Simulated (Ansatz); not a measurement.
Stepwise reaction of `[OH][Ga]([Br])[Br]` with hydrogen sulfide, as a gas-phase model of exchange steps in deposition or etching. ΔE in kJ/mol; ΔG adds harmonic PBE0-D4 terms to CCSD(T)/CBS, at 1 bar.

Isolated molecules relaxed with PBE0-D4/def2-TZVP in Ansatz; ΔE leaves out vibrations. CCSD(T)/CBS is the MP2 limit (def2-TZVPP, def2-QZVPP) plus CCSD(T) − MP2 in def2-TZVPP, frozen cores. This one scheme is used for every species. Functionals use def2-TZVPP. B3LYP here is the variant with VWN-RPA as its local correlation; programs differ in this. For Br, Ga outer-core shells are correlated without core-valence functions, which leaves a few kJ/mol of doubt a bond. Scalar relativity is left out up to krypton. Each species was taken in one conformer, which may not be the lowest.

| step | reaction | PBE-D4 | B3LYP-D4 | ωB97M-V | CCSD(T)/CBS | ΔG(500 K) |
| --- | --- | --- | --- | --- | --- | --- |
| 1 | `[OH][Ga]([Br])[Br]` + H₂S → `[OH][Ga]([SH])[Br]` + HBr | 33.6 | 37.9 | 38.6 | 36.5 | 38.0 |

Question: Give the row of step 2, `[OH][Ga]([SH])[Br]` + H₂S → `[OH][Ga]([SH])[SH]` + HBr. (Estimate.)

Answer: The calculation gave: 
```
step                                                 reaction  PBE-D4  B3LYP-D4  ωB97M-V  CCSD(T)/CBS  ΔG(500 K)
   2  `[OH][Ga]([SH])[Br]` + H₂S → `[OH][Ga]([SH])[SH]` + HBr    31.3      36.1     36.7         35.1       36.5
```

Question: By hand: ΔE of the 2 steps together at CCSD(T)/CBS.

Answer: (36.5) + (35.1) = 71.6 kJ/mol, or 35.8 kJ/mol a step.

In ΔE the steps differ by no more than 1.4 kJ/mol. All are uphill at CCSD(T)/CBS. ΔG lies between 36.5 and 38.0 kJ/mol a step. PBE-D4 differs from CCSD(T)/CBS by -3.8 to -2.9 kJ/mol a step. Isolated molecules leave out the surface, adducts and barriers. Largest T1 diagnostic: 0.013.
